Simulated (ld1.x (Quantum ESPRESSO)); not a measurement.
## Pseudopotential generation for Os: TM, PBE, scalar-relativistic.

- Element: osmium
- Generator: ld1.x (Quantum ESPRESSO) 7.5
- Type: norm-conserving Troullier–Martins (Kleinman–Bylander form)
- Functional: PBE
- Relativity: scalar-relativistic
- Frozen core: [Xe] 4f14
- Valence charge: 8
- Reference configuration: 5d6 6s0 6p0 (charge +2)
- Partial waves: 6p (bound, empty): rc 2.15 bohr; 5d (bound): rc 2.40 bohr; 6s (bound, empty): rc 2.35 bohr
- Local potential: the s channel
- Core correction: Bessel-smoothed model core, default radius (core density twice the valence density)

All-electron outer shells of the reference configuration (PBE, scalar-relativistic, ld1.x):

```json
{"shell": "5p", "level (eV)": "-68.03", "outermost node (bohr)": "0.55", "outermost maximum (bohr)": "1.03"}
{"shell": "5d", "level (eV)": "-22.92", "outermost node (bohr)": "0.60", "outermost maximum (bohr)": "1.34"}
{"shell": "6s", "level (eV)": "-20.80", "outermost node (bohr)": "1.20", "outermost maximum (bohr)": "2.33"}
{"shell": "6p", "level (eV)": "-13.74", "outermost node (bohr)": "1.41", "outermost maximum (bohr)": "2.91"}
```

(1) Estimate the cutoffs (Ry, on a coarse ladder) from which the occupation-weighted sum of valence levels, in a spherical-Bessel basis at the reference potential, stays within 10 and 1 mRy of its value at 400 Ry.

(2) What does a ghost test show?

(3) Tests: 5d6 6s2 6p0; 5d6 6s1 6p0; 5d5 6s0 6p0; 5d6 6s1.5 6p0; 5d7 6s0 6p0; 5d5 6s2 6p1; 5d6 6s0 6p2. Which has the largest error in its energy relative to the reference configuration, and how large is it?

Results:

(1) 35 Ry and 40 Ry.

(2) Ghost state, extra bound levels that the all-electron valence spectrum of the same l lacks: p at -275.9 eV. A true bound ghost makes a file unfit for plane-wave use.

(3) 5d5 6s2 6p1, with -151 meV (all-electron minus pseudo) on -20.39 eV.
